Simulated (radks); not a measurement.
Values are calculated unless marked as measured or tabulated.
Ionisation of Si2+, [Ne] 3s2, to Si3+, [Ne] 3s1, under several functionals. Scalar-relativistic Kohn-Sham, spin-polarised, spherical densities, finite nucleus; open shells are filled with parallel spins first; a radial shooting solver on a logarithmic mesh with Libxc functionals.

| functional | E(Si2+) (hartree) | Exc (hartree) | IE (eV) | -e(HOMO) (eV) | <r> HOMO (bohr) | IE error (eV) |
|---|---|---|---|---|---|---|
| TASK exchange with Perdew-Wang LDA correlation | -289.00298 | -20.18239 | 32.036 | 28.811 | 1.995 | -1.457 |
| SOGGA | -288.33864 | -19.49472 | 33.146 | 28.376 | 1.954 | -0.347 |
| B86b exchange with PBE correlation | -289.09392 | -20.27408 | 33.473 | 28.583 | 1.949 | -0.020 |
| LDA (Slater exchange, Perdew-Zunger correlation) | -287.93974 | -19.07835 | 33.616 | 28.665 | 1.946 | +0.123 |
| r2SCAN | -289.07667 | -20.26258 | 32.935 | 28.718 | 1.964 | -0.558 |
| Wu-Cohen GGA | -288.73463 | -19.90473 | 33.255 | 28.543 | 1.949 | -0.238 |
| revPBE | -289.05738 | -20.23690 | 33.343 | 28.485 | 1.955 | -0.150 |
| MS2 meta-GGA | -289.11302 | -20.30168 | 33.244 | 28.790 | 1.961 | -0.249 |
| RPBE | -289.09032 | -20.27070 | 33.410 | 28.468 | 1.958 | -0.083 |

NIST Atomic Spectra Database: 33.493 eV (measured). Closest: B86b exchange with PBE correlation. The Delta-SCF values span 1.58 eV, the total energies 1.17 hartree. The highest occupied level is 3s.
